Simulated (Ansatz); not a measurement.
Relaxation of H₆NSn (8 atoms, charge 0, multiplicity 2), to a largest force component of 0.03 eV/Å in at most 50 steps.

Method: Ansatz 0.2.0, UKS B3LYP-D4/def2-SVP.

```xyz
8
Properties=species:S:1:pos:R:3
Sn -0.144 0.318 0.153
H -0.742 0.555 3.030
H 1.588 0.183 0.047
H -0.641 1.092 -1.364
H -0.757 -1.310 0.067
N 0.039 -0.099 2.845
H -0.205 -1.003 3.257
H 0.864 0.265 3.327
```

Problem. Where does it end, and by what steps?

Solution. It converged. After 5 steps the energy has fallen by 0.063 eV; H2 moved furthest, 0.41 Å.

| step | energy less start (eV) | largest force component (eV/Å) | accepted |
| --- | --- | --- | --- |
| 0 | 0.0000 | 0.525 | yes |
| 1 | -0.0364 | 0.496 | yes |
| 2 | -0.0258 | 0.398 | no |
| 3 | -0.0504 | 0.459 | yes |
| 4 | -0.0615 | 0.189 | yes |
| 5 | -0.0634 | 0.020 | yes |

```xyz
8
Properties=species:S:1:pos:R:3
Sn -0.185 0.358 0.053
H -0.730 0.490 3.430
H 1.547 0.209 0.142
H -0.535 0.985 -1.563
H -0.805 -1.268 0.070
N -0.030 -0.019 2.889
H -0.149 -1.012 3.098
H 0.888 0.257 3.243
```

Whether the end is a true minimum wasn't checked by a vibrational analysis.

Run time: 11 s on 2 threads of Intel(R) Xeon(R) 6975P-C (Granite Rapids), on a shared host, peak memory 0.19 GiB.
